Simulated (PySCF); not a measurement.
Peak assignment

Atom-mapped SMILES (the numbers label the heavy atoms): `[cH:1]1[cH:2][cH:3][c:4]2[c:5]([cH:6]1)[CH2:7]2`. Each H is labelled by its parent atom.

[PySCF 2.14: structure optimised with GFN2-xTB; σ from GIAO-PBE0/pcSseg-1; rapidly exchanging positions averaged; no relativistic terms; single conformer; in vacuum]

References, each an isolated molecule treated in the same way: TMS for 13C and 1H.

Question: Assign these signals to the numbered atoms. 13C{1H} NMR (computed): δ 134.3 (CH), 133.4 (C), 118.6 (CH), 21.9 (CH2).

Answer: 
```tsv
δ (ppm)	atoms	environment	reason
134.3	C1/C2	aromatic CH	the aromatic region
133.4	C4/C5	substituted aromatic carbon	–
118.6	C3/C6	aromatic CH	–
21.9	C7	three-membered-ring carbon	carbons of three-membered rings are unusually shielded
```

C1/C2 and C4/C5 lie closer than the usual error of such a calculation, so a measured spectrum could show them in the other order.

Question: Assign these signals to the numbered atoms. 1H NMR (400 MHz, computed): δ 7.53 (m, 2H), 7.40 (m, 2H), 3.46 (s, 2H).

Answer: 
| δ (ppm) | atoms | environment | reason |
| --- | --- | --- | --- |
| 7.53 | H(C3)/H(C6) | hydrogen on an aromatic CH | ring-current deshielding |
| 7.40 | H(C1)/H(C2) | hydrogen on an aromatic CH | – |
| 3.46 | H(C7) | hydrogen on a three-membered-ring carbon | – |

Shifts are as computed. Against solution values, carbons near 30 ppm lie about +3 ppm off and those near 130 ppm about +5 ppm. Of 1211 compounds with measured shifts, 218 miss one by over three times the rms of a fit or turn the order of signals round; such compounds aren't used in these exercises. No couplings were computed; multiplicities are counted from neighbouring protons, with m where these are inequivalent, close in shift, in a saturated or five-membered ring or joined by F or P, and br s for small geminal =CH2 splittings.
